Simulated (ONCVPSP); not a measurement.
Before and after: ONCV potential for Pd (Z = 46)

| Item | Value |
| --- | --- |
| Element | Pd (Z = 46) |
| Generator | ONCVPSP 4.0.1 |
| Type | optimised norm-conserving Vanderbilt (ONCV) |
| Functional | PBE |
| Relativity | scalar-relativistic |
| Frozen core | [Ar] 3d10 |
| Valence charge | 18 |
| Reference configuration | 4s2 4p6 4d9 5s1 |
| Partial waves | 4s+5s: rc 1.50 bohr, ncon 4, nbas 7, qcut 7.7 1/bohr, 2 projectors; 4p: rc 1.00 bohr, ncon 4, nbas 8, qcut 9.5 1/bohr, 2 projectors, debl 1.5 Ha; 4d: rc 1.45 bohr, ncon 3, nbas 7, qcut 6.3 1/bohr, 2 projectors, debl 1.2 Ha |
| Local potential | polynomial inside 0.80 bohr (lpopt 5, dvloc0 0 Ha) |
| Core correction | Teter function fitted to the true core (icmod 2), fcfact 0.7 |

In the p channel the program set the typed energies aside and used -2.002, 0.250 Ha.

Change: d: qcut 4.3.

Cutoffs: the cutoffs (Ha) at which the residual kinetic energy of the hardest occupied pseudo-wave falls to 1 and 0.1 mHa per electron; they do not see the model core or the augmentation charge, which bear on the density cutoff. Errors are all-electron minus pseudo energies relative to the spin-unpolarised reference configuration.

Q: What does the change do?

A: Of the 3 tests that both files solve, the error grows in 2 and shrinks in 0 by more than 15 % and 0.3 meV (median size 2.2 → 12.1 meV); neither file shows a bound ghost.

| quantity | base | changed |
| --- | --- | --- |
| cutoffs, loose and tight | 56 Ha, 119 Ha | not determined |
| bound ghosts | none | none |
| GHOST(+) flags under 300 eV | s at 45.1 eV | s at 45.1 eV |
| tests with a reliable result | 3 of 4 | 3 of 4 |
| error for 4s2 4p6 4d10 5s0, meV [ΔE -1.50 eV] | +2.2 | +12 |
| error for 4s2 4p6 4d9 5s0, meV [ΔE 7.61 eV] | -1.7 | -1.5 |
| error for 4s2 4p6 4d8 5s0, meV [ΔE 28.43 eV] | -9.9 | -25 |
| s: phases at 1.52 bohr within 0.05 rad from the reference energy up to (Ha; the scan ends near 5) | 1.4 | 1.4 |
| p: phases at 1.01 bohr within 0.05 rad from the reference energy up to (Ha; the scan ends near 5) | to the end of the scan | to the end of the scan |
| d: phases at 1.47 bohr within 0.05 rad from the reference energy up to (Ha; the scan ends near 5) | to the end of the scan | 4.7 |
| rms error of d²Exc/dni dnj with the model core, mHa | 1.24 | 1.19 |
